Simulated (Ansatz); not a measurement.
Gas-phase reaction in SMILES: C[SiH2]C [dimethylsilane] → C[SiH2] + [CH3] (CH3) (the C-Si bond at the site shown breaks; other sites are not compared here)
Geometries: B3LYP-D3(BJ)/def2-TZVP minima from Ansatz (a first-principles code).
Geometry of the first species:
```xyz
11

Si     0.0842     0.5358     0.0835
C     -1.6066    -0.2779     0.0432
C      1.4496    -0.7206    -0.1988
H      0.1538     1.5883    -0.9636
H      0.2845     1.1995     1.3982
H     -1.7855    -0.7568    -0.9220
H     -1.6892    -1.0432     0.8180
H     -2.4007     0.4529     0.2074
H      1.4315    -1.4952     0.5709
H      1.3352    -1.2088    -1.1691
H      2.4330    -0.2473    -0.1754
```
Charge 0, spin multiplicity 1.

Quantity: bond dissociation energy (electronic energy difference), in kJ/mol. Valence correlation only, unless marked. Open shells are spin-unrestricted. Spin-orbit coupling is left out. No relativistic terms. CBS(X,Y): correlation extrapolated as X^-3; Hartree-Fock from the larger set. [CCSD(T)-MP2]/basis is that difference in the basis named.

| level | program | bond dissociation energy (kJ/mol) |
|---|---|---|
| PBE0-D4/def2-TZVP | Ansatz + dftd4 | ? |
| BHLYP-D3(BJ)/def2-TZVPD | Ansatz + dftd3 | 374.2 |
| LC-wPBE/def2-TZVPD | Ansatz | ? |
| B2GP-PLYP/def2-TZVPD | Ansatz | 382.2 |
| B2PLYP/def2-TZVPD | Ansatz | 378.3 |
| CCSD/6-31G | Ansatz | 314.3 |
| CCSD(T) with core electrons (1s frozen past Ne)/cc-pwCVTZ | Ansatz | ? |
| RI-MP2/CBS(cc-pV(T+d)Z,cc-pV(Q+d)Z)+[CCSD(T)-MP2]/cc-pV(T+d)Z | Ansatz | ? |

Question: What belongs in the gaps?

Answer: 
- PBE0-D4/def2-TZVP, bond dissociation energy (kJ/mol): 381.5
- LC-wPBE/def2-TZVPD, bond dissociation energy (kJ/mol): 377.4
- CCSD(T) with core electrons (1s frozen past Ne)/cc-pwCVTZ, bond dissociation energy (kJ/mol): 388.4
- RI-MP2/CBS(cc-pV(T+d)Z,cc-pV(Q+d)Z)+[CCSD(T)-MP2]/cc-pV(T+d)Z, bond dissociation energy (kJ/mol): 396.7
